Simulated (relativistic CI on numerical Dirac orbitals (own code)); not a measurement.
Method of calculation: Dirac-Coulomb-Breit CI, separate exchange-only KLI orbitals for each configuration, model QED (radiative potential, 1s self-energy scaled to tabulated hydrogen-like ionisation energies), unscaled Slater integrals (own radial code, finite nucleus).

The strongest absorption lines from the ground level of an ion, among the configurations computed and to levels below about 1560 eV (vacuum wavelength in nm, gf): 1.4209 (0.29), 1.4442 (0.87), 1.4567 (1.4), 1.4727 (1.3), 1.6009 (0.13), 1.6472 (0.35), 2.9534 (0.74), 3.1080 (0.18).

Which ion is it?
A. Rn⁷⁰⁺
B. Tl⁶⁵⁺
C. Lu⁵⁵⁺
D. Tl⁶³⁺

B. Tl⁶⁵⁺ has 16 electrons and the ground level 3s2 3p4 3P_2; the strongest line goes to 3s2 3p3 3d 3D°_2. The pattern of lines fixes the number of electrons, and along that sequence the line energies rise steadily with the charge (about as its square where n changes within one kind of shell, about linearly where n is kept but much faster in heavy ions where fine structure, which grows about as Z⁴, sets the gap, and irregularly where shells cross), which fixes Z. Configurations outside the model, such as inner-shell arrays, can give stronger lines. At this charge energies of transitions that change n are usually good to better than 1 %, and those within a shell (Δn = 0) to a few per cent.

LS names give the leading component of a level, which can be under half, so a name can repeat, a term be missing and a line seem to break the LS rules.
